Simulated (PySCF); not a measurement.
Job for PySCF: R-M06-2X/def2-TZVPP on CH4Sn (SMILES [CH3][SnH]), a point of a torsion scan. Elements past Kr take the def2 small-core potentials; no spin–orbit coupling.

```python
from pyscf import gto, dft

mol = gto.M(
    atom='''
    C    -0.64426140    0.02844929    0.00216708
    Sn    1.37692157    1.00582967   -0.14978559
    H    -0.75211940   -0.49470618    0.95265893
    H    -1.46103652    0.74852840   -0.07348920
    H    -0.78057231   -0.71046405   -0.78775890
    H     2.26073537   -0.58298442    0.01543465
    ''',
    basis='def2-tzvpp',
    ecp={'Sn': 'def2-tzvpp'},
    charge=0, spin=0, verbose=4, max_memory=1800)
mf = dft.RKS(mol, xc='m062x').density_fit(auxbasis='def2-universal-jkfit')
mf.grids.level = 4
mf.conv_tol = 1e-9
mf.max_cycle = 150
mf.kernel()
mf.dip_moment()
```

Task: Predict the final total energy.

Result: -254.6982 hartree.
